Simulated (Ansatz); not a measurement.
System: ZnS, charge 0, multiplicity 1. SMILES: [S]=[Zn]
Geometry from a B3LYP-D3(BJ)/def2-TZVP (Ansatz, a quantum-chemistry and plane-wave program) optimisation:
```
Zn
S 1 2.0782
```

Property: atomisation energy (electronic, to ground-state atoms), in kcal/mol. Correlated levels leave the core frozen unless marked. Open shells are spin-unrestricted. Spin-orbit coupling is left out. Frozen are the shells of the preceding noble gas and the d and f shells that filled before the atom's block. Non-relativistic. The coupled-cluster limit lacks core correlation, which all-electron functionals hold. Basis-set limits of correlation are two-point, X^-3; Hartree-Fock from the larger set.

The Hartree-Fock reference is unstable (checked in the largest basis), which strains HF and MP2. 

| level | program | atomisation energy (kcal/mol) |
|---|---|---|
| PBE/def2-TZVPD | Ansatz | 38.2 |
| r2SCAN-D4/def2-TZVPD | Ansatz + dftd4 | … |
| PBE0/STO-3G | Ansatz | 182.2 |
| PBE0/def2-QZVPP | Ansatz | 34.9 |
| BHLYP-D3(BJ)/def2-TZVPD | Ansatz + dftd3 | … |
| HSE06-D3(BJ)/def2-TZVPD | Ansatz + dftd3 | 34.6 |
| HSE06-D4/def2-TZVPD | Ansatz + dftd4 | 34.7 |
| CAM-B3LYP-D4/def2-TZVPD | Ansatz + dftd4 | 27.6 |
| CAM-B3LYP/def2-TZVPD | Ansatz | 26.7 |
| LC-wPBE-D3(BJ)/def2-TZVPD | Ansatz + dftd3 | 30.0 |
| wB97X-V/def2-TZVPD | Ansatz | … |
| wB97X/def2-TZVPD | Ansatz | 28.3 |
| B2GP-PLYP-D4/def2-TZVPD | Ansatz + dftd4 | 32.4 |
| SCS-MP2/6-31G* | Ansatz | 28.3 |
| CCSD/def2-SVPD | Ansatz | 24.2 |
| CCSD(T)/CBS(def2-TZVPPD,def2-QZVPPD) | Ansatz | … |

Question: Some entries are withheld; supply them.

Answer: 
- r2SCAN-D4/def2-TZVPD, atomisation energy (kcal/mol): 37.0
- BHLYP-D3(BJ)/def2-TZVPD, atomisation energy (kcal/mol): 24.0
- wB97X-V/def2-TZVPD, atomisation energy (kcal/mol): 32.2
- CCSD(T)/CBS(def2-TZVPPD,def2-QZVPPD), atomisation energy (kcal/mol): 35.0
